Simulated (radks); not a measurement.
Question: Neutral lutetium, configuration [Xe] 4f14 5d1 6s2. Method: scalar-relativistic Kohn-Sham, LDA (Slater exchange, Perdew-Wang correlation), spin-polarised, spherical densities, finite nucleus; open shells are filled with parallel spins first (spin-orbit coupling, left out, can overturn this in heavy ions); Fermi nuclear charge, rms radius 5.37 fm; hard spherical wall at 2 bohr; computed with a radial shooting solver on a logarithmic mesh with Libxc functionals. Some entries of the table are withheld. Estimate them.

orbital  occ.  eigenvalue (hartree)  <r> (bohr)  r(max) (bohr)
1s up       1             -2318.713     0.01934        0.01215
1s down     1             -2318.713     0.01934        0.01215
2s up       1             -392.6040     0.08190        0.06937
2s down     1             -392.5991     0.08190        0.06937
2p up       3             -345.2838     0.07295        0.05662
2p down     3             -345.2797     0.07295        0.05662
3s up       1             -87.04028      0.2129         0.1960
3s down     1             -87.03786      0.2129         0.1960
3p up       3             -72.83656      0.2126         0.1933
3p down     3             -72.83398      0.2126         0.1933
3d up       5             -55.71745      0.1927         0.1574
3d down     5             -55.71370      0.1927         0.1574
4s up       1             -15.41948      0.4797         0.4468
4s down     1             -15.41422      0.4797         0.4468
4p up       3             -10.77213      0.5107         0.4680
4p down     3             -10.76692      0.5107         0.4681
4d up       5              -4.71208      0.5545         0.4826
4d down     5              -4.70589      0.5543         0.4826
5s up       1              -0.23769       1.090          1.057
5s down     1              -0.21017       1.089          1.055
5p up       3               1.01270       1.157          1.164
5p down     3               1.04290       1.156          1.163
4f up       7               1.89407      0.7033         0.4761
4f down     7               1.90543      0.7012         0.4759
5d up       1               2.85951       1.221          1.297
5d down     0               2.89143       1.220          1.296
5f up       0               5.32534         (1)          1.425
5f down     0               5.35360         (2)          1.425
6s up       1               5.92280       1.221          1.566
6s down     1               5.94541       1.222          1.566
6p up       0               7.31641       1.200          1.596
6p down     0               7.33804       1.200          1.596
7s up       0                   (3)       1.173          1.724
7s down     0                   (4)       1.173          1.724

Answer: 
(1) 5f up <r> (bohr): 1.169
(2) 5f down <r> (bohr): 1.171
(3) 7s up eigenvalue (hartree): 15.67777
(4) 7s down eigenvalue (hartree): 15.69938
